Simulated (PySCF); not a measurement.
C2H6OSi2, SMILES C1=C[SiH2]O[SiH2]1.

Geometry optimised at PBE0-D3(BJ)/def2-SVP. This is a generated structure with no PubChem entry under its InChIKey; it may be hypothetical.

All values below come from TDA-PBE/def2-SVPD run with PySCF.

Vertical excitations. Gas-phase values at a fixed geometry. State labels are in the subgroup C2v.

### Question
List the lowest excited states. (The exact figures need the calculation; the answer reports its results.)

### Answer

```csv
state,symmetry,energy (eV),λ (nm),f,main pairs
S1,B1,5.26,236,0.057,"HOMO→LUMO 65 %, HOMO−2→LUMO 34 %"
S2,B2,5.75,216,0.007,HOMO−1→LUMO 97 %
S3,B2,6.08,204,0.001,HOMO→LUMO+1 98 %
S4,A2,6.16,201,0.000,HOMO−3→LUMO 98 %
S5,B1,6.58,188,0.002,HOMO−1→LUMO+1 97 %
S6,B2,6.60,188,0.000,HOMO−2→LUMO+1 98 %
S7,A1,6.74,184,0.027,HOMO−4→LUMO 94 %
S8,B2,6.85,181,0.012,HOMO→LUMO+2 98 %
S9,B1,6.94,179,0.220,"HOMO−2→LUMO 47 %, HOMO→LUMO 24 %, HOMO−7→LUMO 17 %"
S10,A2,6.94,179,0.000,HOMO→LUMO+3 99 %
T1,B1,4.19,296,0,"HOMO→LUMO 68 %, HOMO−2→LUMO 31 %"
T2,B2,5.10,243,0,HOMO−1→LUMO 100 %
T3,B1,5.16,240,0,"HOMO−2→LUMO 68 %, HOMO→LUMO 32 %"
T4,A2,5.77,215,0,HOMO−3→LUMO 99 %
```
Triplets are in the Tamm–Dancoff approximation.
